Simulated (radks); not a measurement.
Calculated with a radial shooting solver on a logarithmic mesh with Libxc functionals: scalar-relativistic Kohn-Sham, LB94 model potential, spin-polarised, spherical densities, finite nucleus; open shells are filled with parallel spins first (spin-orbit coupling, left out, can overturn this in heavy ions); Fermi nuclear charge, rms radius of each element as measured or else 0.836 A^(1/3) + 0.57 fm. Response by self-consistent Sternheimer equations with the Hartree and adiabatic LDA kernel, the relativistic mass of each level held fixed and spin-orbit coupling left out. For heavy and open-shell atoms this level of theory can miss by tens of per cent. Rank Pt, Al, Li+, Sn+, B+ (NIST ground configurations) by static dipole polarisability, largest first.

Answer. Al 57.23, Pt 30.89, Sn+ 22.61, B+ 10.92, Li+ 0.1984 bohr^3.
